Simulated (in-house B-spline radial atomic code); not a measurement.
Values are calculated unless marked as measured or tabulated.
Making a Troullier-Martins s channel for Al, r_c = 0.5 bohr

Al, [Ne] 3s2 3p1, non-relativistic PBE, spherical and spin-unpolarised, from a B-spline radial code for spherical atoms (atomic units). The all-electron 2s level is ε = -3.958516 hartree, its outermost node lies just inside 0.17 bohr and its outer maximum at 0.50 bohr.

Inside r_c the pseudo-orbital is u(r) = r^1 exp(p(r)), with p = c0 + c2 r² + c4 r⁴ + … + c12 r¹². The seven coefficients follow from p and its first four derivatives at r_c, from zero curvature of the screened potential at the origin, c4 = −c2²/(2l + 5), and from the norm inside r_c. At r_c the all-electron orbital has P = 1.30867, P' = -0.02719999, the screened potential V = -9.324684, V' = 33.20118, V'' = -171.7337, and the norm inside is Q = 0.3557575.

(1) What are p, p' and p'' at r_c?

For a trial c2 the five matching conditions are linear in c0, c6, c8, c10 and c12, and c2 is varied until the norm inside r_c equals Q. The root nearest zero gives:

| n | c_n |
| --- | --- |
| 0 | 0.8149333 |
| 2 | 5.08953 |
| 4 | -5.180663 |
| 6 | -252.2076 |
| 8 | 1457.001 |
| 10 | -3316.52 |
| 12 | 2812.956 |

(2) Check c4 and p(r_c), and find the screened pseudopotential at the origin.

Orbitals and screened potentials:

```tsv
r (bohr)	P	u	V all-electron	V pseudo
0.05	-0.5831	0.1144	-227.5	11.28
0.125	-0.3143	0.3051	-75.44	10.11
0.2	0.2741	0.5423	-39.79	4.829
0.275	0.7751	0.8271	-24.92	-5.032
0.35	1.101	1.098	-17.13	-13.12
0.425	1.265	1.264	-12.39	-12.88
0.5	1.309	1.309	-9.325	-9.325
```

Logarithmic derivatives P'/P at R = 0.8 bohr, for energies E around ε:

| E − ε (hartree) | all-electron | pseudo |
| --- | --- | --- |
| -0.5 | -0.914609 | -0.914854 |
| -0.25 | -1.26711 | -1.26718 |
| -0.1 | -1.4978 | -1.49782 |
| 0 | -1.66066 | -1.66067 |
| 0.1 | -1.83148 | -1.8315 |
| 0.25 | -2.10411 | -2.10421 |
| 0.5 | -2.609 | -2.60947 |

(3) With P(R) = 0.961787 and a norm of 0.7711688 inside R, what slope in energy does norm conservation fix?

Results:

(1) p = ln(P/r_c^1) = ln(1.30867/0.5) = 0.96216. p' = P'/P − 1/r_c = -0.02078 − 2.00000 = -2.02078. The radial equation gives p'' = 2(V − ε) − 2(1) p'/r_c − p'² = -10.73234 − (-8.08314) − 4.08357 = -6.73277. Differentiating, p''' = 2V' + 2(1)p'/r_c² − 2(1)p''/r_c − 2p'p'' = 49.956, and p'''' = 2V'' − 4(1)p'/r_c³ + 4(1)p''/r_c² − 2(1)p'''/r_c − 2p''² − 2p'p''' = -475.11.

(2) −c2²/5 = -5.18066, as listed. The terms c_n r_c^n are 0.81493, 1.27238, -0.32379, -3.94074, 5.69141, -3.23879, 0.68676, which sum to 0.96216. Inverting the radial equation, V_l(r) = ε + 1 p'/r + (p'' + p'²)/2, so V_l(0) = ε + (2l + 3) c2 = -3.958516 + 3 × (5.08953) = 11.3101 hartree, finite where the all-electron potential diverges.

(3) d(P'/P)/dE = −2 × (norm inside R)/P(R)² = -1.6673 per hartree·bohr at E = ε, for both atoms, since orbital and norm agree at R. Differences over ±0.1 hartree give -1.6684 (all-electron) and -1.6684 (pseudo), which also hold third-order terms. Half a hartree below ε the two curves differ by -0.0002.
